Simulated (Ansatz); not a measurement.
Consider the redistribution: `C[O][In]([OH])[OH]` + `C[O][GeH]([SH])[Cl]` → `C[O][In]([OH])[SH]` + `C[O][GeH]([OH])[Cl]`.

Program: Ansatz. Geometries: PBE0-D4/def2-TZVP. ΔE: electronic, gas phase. CCSD(T)/CBS is the MP2 limit (def2-TZVPP, def2-QZVPP) plus CCSD(T) − MP2 in def2-TZVPP, frozen cores. def2 core potentials past Kr. For Ge, In outer-core shells are correlated without core-valence functions, which leaves a few kJ/mol of doubt a bond. Scalar relativity is left out up to krypton. Each species was taken in one conformer, which may not be the lowest.

```json
{"species": "`C[O][In]([OH])[OH]`", "HF/CBS(def2) energy (Eh)": "-454.73826"}
{"species": "`C[O][GeH]([SH])[Cl]`", "HF/CBS(def2) energy (Eh)": "-3048.28610"}
{"species": "`C[O][In]([OH])[SH]`", "HF/CBS(def2) energy (Eh)": "-777.41794"}
{"species": "`C[O][GeH]([OH])[Cl]`", "HF/CBS(def2) energy (Eh)": "-2725.63519"}
```

Task: Work out ΔE.

Result: ΔE = (-777.41794) + (-2725.63519) − (-454.73826) − (-3048.28610) = -0.02877 Eh = -75.5 kJ/mol. CCSD(T)/CBS gives -56.2 kJ/mol.

Largest T1 diagnostic among the species: 0.017.

From PBE to PBE0 (25 % exact exchange), in def2-TZVPP and without D4, ΔE moves by −7.4 kJ/mol. The D4 term adds +3.4 kJ/mol with B3LYP and +1.9 kJ/mol with PBE0; it sums over pairs of atoms, weighted by their polarisabilities, and B3LYP, whose exchange is more repulsive, gets the larger term.

B3LYP here is the variant with VWN-RPA as its local correlation; programs differ in this.
